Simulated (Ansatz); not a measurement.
Basis-set series for `C[OH+][In-]([CH3])([Cl])[Cl]`. Charge 0, multiplicity 1. In takes the def2 core potential. Geometry: relaxed with PBE0-D4/def2-TZVP. It is one conformer, not always the lowest.

| functional | basis | functions | energy (Eh) | HOMO (eV) | LUMO (eV) |
| --- | --- | --- | --- | --- | --- |
| PBE0-D4 | def2-SVP | 139 | -1265.42122 | -7.94 | -0.54 |
| PBE0-D4 | def2-TZVPP | 325 | -1265.92609 | -8.09 | -0.83 |
| ωB97M-V | def2-SVP | 139 | -1265.72108 | -10.07 | 1.40 |
| ωB97M-V | def2-TZVPP | 325 | -1266.23064 | -10.25 | 0.93 |

(1) Give the rows for def2-QZVPP. (An estimate is asked.)

## Answers

(1) Computed: 
| functional | basis | functions | energy (Eh) | HOMO (eV) | LUMO (eV) |
| --- | --- | --- | --- | --- | --- |
| PBE0-D4 | def2-QZVPP | 603 | -1265.96363 | -8.11 | -0.96 |
| ωB97M-V | def2-QZVPP | 603 | -1266.26688 | -10.28 | 0.61 |

Positive LUMOs are unbound and depend on the basis.
